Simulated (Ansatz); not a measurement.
Total energies of AuH4NS (`[NH3+][Au-][SH]`).

```
atom   x (Å)   y (Å)   z (Å)
  N1  -0.537   1.318   0.197
 Au2   0.130  -0.699   0.117
  S3   0.801  -2.846   0.087
  H4  -1.526   1.387  -0.018
  H5  -0.031   1.888  -0.473
  H6  -0.386   1.713   1.119
  H7   1.549  -2.761  -1.028
```

The species carries charge 0 and has multiplicity 1. Correlated methods include outer-core shells of Au, which these sets cover unevenly. Au takes the def2 core potential. Geometry: relaxed with PBE0-D4/def2-TZVP. It is one conformer, not always the lowest. Basis def2-TZVPP, Ansatz.

RPA on PBE orbitals: Hartree–Fock energy of these orbitals -589.15030 Eh, correlation -1.50007 Eh (frozen core).

```tsv
functional	energy without D4 (Eh)	D4 term (kJ/mol)
LDA (SPW92)	-589.16327	–
PBE	-590.99620	-12.3
revPBE	-591.19114	-34.3
r2SCAN	-591.19623	-2.8
B3LYP	-591.26585	-20.1
r2SCAN0	-591.12188	-3.4
HSE06 (plane-wave form)	-590.97450	-9.8
BHLYP	-591.01440	-17.5
CAM-B3LYP	-591.13243	-10.7
LC-ωPBE	-591.06877	–
ωB97X-V	-591.07770	–
ωB97M-V	-591.05202	–
B2PLYP	-590.88242	–
PBE-QIDH	-590.77423	–
```

(1) Give the same for BLYP, B97M-V, PBE0, r2SCANh. (Best estimate.)

B3LYP takes the VWN-RPA correlation (the form of Gaussian; ORCA's B3LYP/G). HSE06 is the plane-wave form, built on full-range PBE exchange. The double hybrids freeze the cores in their second-order part.

Results:

(1) Ansatz gave: 
```
functional  energy without D4 (Eh)  D4 term (kJ/mol)
      BLYP              -591.15199             -26.8
    B97M-V              -591.06608                 –
      PBE0              -590.98548             -10.4
   r2SCANh              -591.16603              -3.0
```

LC-ωPBE has ω = 0.4 bohr⁻¹.
